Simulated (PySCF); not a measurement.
CHO₂ (SMILES [O]C=O), doublet, at a GFN2-xTB geometry. Base run: CAMB3LYP/6-311G** run with PySCF.

Input for PySCF:
```python
from pyscf import gto, scf, dft

mol = gto.Mole()
mol.atom = '''
    O    -1.07370959   -0.42926071   -0.00428227
    C    -0.04616944    0.18751753    0.00141223
    O     1.15027992    0.11826974    0.00194013
    H    -0.33554598    1.36282262    0.01026371
'''
mol.basis = '6-311g**'
mol.spin = 1
mol.verbose = 4
mol.build()

mf = dft.UKS(mol)
mf.xc = 'camb3lyp'
mf.kernel()
```

The base run was repeated with changes; each row names its change, and settings that it needs were set with it.

```
change                                           ΔE vs base (mEh)  fitting functions  dipole (D)
-----------------------------------------------  ----------------  -----------------  ----------
base                                                        0.000                  -        1.66
auxbasis = def2-universal-jfit                              0.353                158        1.66
auxbasis = cc-pvdz-jkfit                                    0.037                233        1.66
auxbasis = autoaux                                          0.019                408        1.66
auxbasis = default (with mf = mf.density_fit())            -0.004                267        1.66
auxbasis = def2-universal-jkfit                            -0.016                247        1.66
auxbasis = cc-pvtz-jkfit                                   -0.004                267        1.66
auxbasis = def2-tzvp-ri                                    -0.095                243        1.66
auxbasis = cc-pvqz-jkfit                                   -0.011                369        1.66
auxbasis = even-tempered beta=1.6                           0.001                641        1.66
```

A fitting set is made for a task (jfit for Coulomb, jkfit for Coulomb and exchange, ri for correlation) and for a family of orbital bases.

Open shells are given as the SCF converged; they aren't shown to be the lowest states, and a large step between rows can be another state.
